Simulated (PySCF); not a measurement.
Cl₃Ga, charge -1, doublet, geometry from GFN2-xTB (such geometries of metal compounds can be far from the true shape) (a state made from the parent by changing its charge; the spin is typed, not shown lowest).

Here is a job for PySCF.
```python
from pyscf import gto, scf, dft

mol = gto.Mole()
mol.atom = '''
    Ga   -0.17281014    0.17703508    0.45753847
    Cl   -1.66578596   -1.23426882   -0.51100727
    Cl    0.20082140    1.87173581   -1.00780288
    Cl    1.78008893   -0.96029567    0.68447530
'''
mol.basis = 'pcseg-1'
mol.charge = -1
mol.spin = 1
mol.verbose = 4
mol.build()

mf = dft.UKS(mol)
mf.xc = 'm062x'
mf.kernel()
mf.analyze()
```

Estimate the HOMO energy that PySCF with M062X/pcseg-1 returns for this input.

-2.35 eV

Estimate the <S^2> that M062X/pcseg-1 returns for this input.

0.752

Give the total energy at the level M062X/pcseg-1.

-3305.3934 Eh

Estimate the nuclear repulsion energy that M062X/pcseg-1 returns for this input.

493.7823 Eh

These values belong to the state on which the SCF converged, which isn't shown to be the lowest.

Roughly what does it cost on one core?

roughly 17 core-seconds.
